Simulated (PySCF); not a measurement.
**RbSr⁺: energy against distance**

Set-up: Rb def2-SVP with ECP28, Sr def2-SVP with ECP28; scalar-relativistic core potentials (PySCF 2.14). Energies in eV from Rb⁺ + Sr in their ground configurations at the same level. State: ¹Σ⁺ (singlet), closed shell.

All columns are PBEsol. A positive dipole points towards Sr; it is taken about the centre of mass and depends on that origin.

| R (Å) | E (eV) | μ (D) | Mulliken charge on Rb (basis-dependent) | HOMO (eV) | LUMO (eV) | Mayer bond order | ⟨S²⟩ |
| --- | --- | --- | --- | --- | --- | --- | --- |
| 3.847 | -0.437 | -2.07 | 0.72 | -7.30 | -5.45 | 0.50 | 0.00 |
| 4.026 | -0.506 | -2.33 | 0.75 | -7.21 | -5.43 | 0.45 | 0.00 |
| 4.205 | -0.541 | -2.65 | 0.77 | -7.13 | -5.43 | 0.41 | 0.00 |
| 4.339 | -0.551 | -2.93 | 0.79 | -7.07 | -5.42 | 0.38 | 0.00 |
| 4.473 | -0.551 | -3.22 | 0.80 | -7.00 | -5.42 | 0.37 | 0.00 |
| 4.607 | -0.542 | -3.54 | 0.80 | -6.94 | -5.41 | 0.36 | 0.00 |
| 4.786 | -0.522 | -3.99 | 0.80 | -6.86 | -5.41 | 0.36 | 0.00 |
| 5.010 | -0.489 | -4.60 | 0.79 | -6.76 | -5.42 | 0.37 | 0.00 |
| 5.278 | -0.442 | -5.35 | 0.78 | -6.64 | -5.42 | 0.39 | 0.00 |
| 5.636 | -0.378 | -6.40 | 0.77 | -6.48 | -5.44 | 0.40 | 0.00 |

A fit through these points gives, at Re = 4.397 Å, μ = -3.05 D and dμ/dR = -2.21 D/Å; the reduced mass is 43.19 u.

**Question.** How strong is the fundamental in the double-harmonic approximation, I = 42.26·(dμ/dR)²/μred km/mol?

**Answer.** I = 42.26·(-2.21)²/43.19 = 4.78 km/mol at PBEsol.

Closed-shell solutions of metal pairs were not tested for spin polarisation, which can lower them a little. For an ion De counts to the pair picked by the measured ionisation energies or electron affinities, which need not be the lowest pair at this level.
